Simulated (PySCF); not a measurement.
**Nuclear quadrupole coupling in `Nc1ccc2c(c1)C2`**

Compound: C₇H₇N.
Z-matrix (Å and degrees, GFN2-xTB geometry), rows numbered from 1:
```
N 
C   1  1.3848
C   2  1.3943  1  119.79
C   3  1.4065  2  123.21  1  -176.33
C   4  1.3557  3  113.36  2     0.10
C   5  1.3800  4  123.72  3    -0.08
C   6  1.3517  5  125.00  4    -0.20
C   6  1.4875  5   62.39  4  -179.87
H   1  1.0075  2  115.82  3  -159.79
H   1  1.0074  2  116.13  3   -21.81
H   3  1.0810  2  118.02  1     3.58
H   4  1.0802  3  121.01  2  -179.76
H   7  1.0810  2  120.79  1    -3.78
H   8  1.0855  5  119.27  6  -106.71
H   8  1.0853  5  119.01  6   106.73
```

Field gradients from the PBE0/pcSseg-1 density (PySCF, non-relativistic), principal values in atomic units, ordered |Vxx| ≤ |Vyy| ≤ |Vzz|:

```
atom     Vxx     Vyy      Vzz
  N1  0.5188  0.6119  -1.1307
```

Find the asymmetry η = (Vxx − Vyy)/Vzz and the couplings χ = eQV/h (234.96 MHz × Q in barn × V in au), with Q(14N) = 0.02044 b.

```
atom            environment  nucleus     η  χzz (MHz)  χxx (MHz)  χyy (MHz)
  N1  aniline-type nitrogen      14N  0.08      -5.43       2.49       2.94
```

What is Vzz at N1 in SI units (1 au = 9.71736 × 10²¹ V/m²)?

-1.1307 au = -10.988 × 10²¹ V/m².

What couplings would deuterons (Q(2H) = 0.00286 b) have in place of the hydrogens, at this geometry?

| atom | bonded to | bond length (Å) | Vzz (au) | η | χzz (kHz) |
| --- | --- | --- | --- | --- | --- |
| H9 | N1 | 1.007 | 0.4141 | 0.20 | 278 |
| H10 | N1 | 1.007 | 0.4141 | 0.19 | 278 |
| H11 | C3 | 1.081 | 0.3293 | 0.11 | 221 |
| H12 | C4 | 1.080 | 0.3284 | 0.05 | 221 |
| H13 | C7 | 1.081 | 0.3288 | 0.09 | 221 |
| H14 | C8 | 1.085 | 0.3179 | 0.05 | 214 |
| H15 | C8 | 1.085 | 0.3181 | 0.05 | 214 |

Isolated species at its GFN2-xTB geometry, gas phase. GFN2-xTB bond lengths can be off by several hundredths of an ångström, more for odd bonds, and the gradients follow them. These gradients aren't converged with respect to the basis.
